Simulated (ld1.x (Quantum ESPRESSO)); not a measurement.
**Configuration tests for Zn (ultrasoft)**

Zn, ultrasoft, made with ld1.x (Quantum ESPRESSO) 7.5 (PBE, scalar-relativistic). Core [Ar], reference 3d10 4s1 4p0 (charge +1). Waves: 4s (bound): rcut 2.20, rcutus 2.45 bohr; 4s channel at 3.8 Ry: rcut 2.20, rcutus 2.45 bohr; 4p (bound, empty): rcut 1.75, rcutus 1.88 bohr; 4p channel at 0.3 Ry: rcut 1.75, rcutus 1.88 bohr; 3d (bound): rcut 1.10, rcutus 1.20 bohr; 3d channel at -0.4 Ry: rcut 1.10, rcutus 1.20 bohr. Local part: all-electron potential smoothed inside 1.85 bohr (lloc = -1). Core correction: a·sin(br)/r model core inside 1.10 bohr. Augmentation charge: PSQ, radius 1.10 bohr.

Energies are relative to the spin-unpolarised reference configuration 3d10 4s1 4p0; without spin polarisation the order of configurations can differ from experiment.

```tsv
valence configuration	charge	ΔE all-electron (eV)	error AE − PS (meV)
3d10 4s0 4p0	+2	18.443	-1.9
3d9 4s0 4p0	+3	58.977	-136
3d10 4s1 4p1	0	-4.802	+0.7
3d10 4s0 4p2	0	0.670	0.0
3d8 4s0 4p0	+4	120.791	-538
```

(1) What are ΔE and the potential's error for 3d10 4s0 4p1?

(2) What are ΔE and the potential's error for 3d10 4s2 4p0?

Levels in the configuration 3d10 4s0 4p0:

| level | all-electron (eV) | pseudo (eV) |
| --- | --- | --- |
| 3d | -30.856 | -30.883 |

Results:

(1) ΔE = 6.324 eV all-electron; the error (AE − PS) is -0.4 meV.

(2) ΔE = -9.888 eV all-electron; the error (AE − PS) is +2.7 meV.
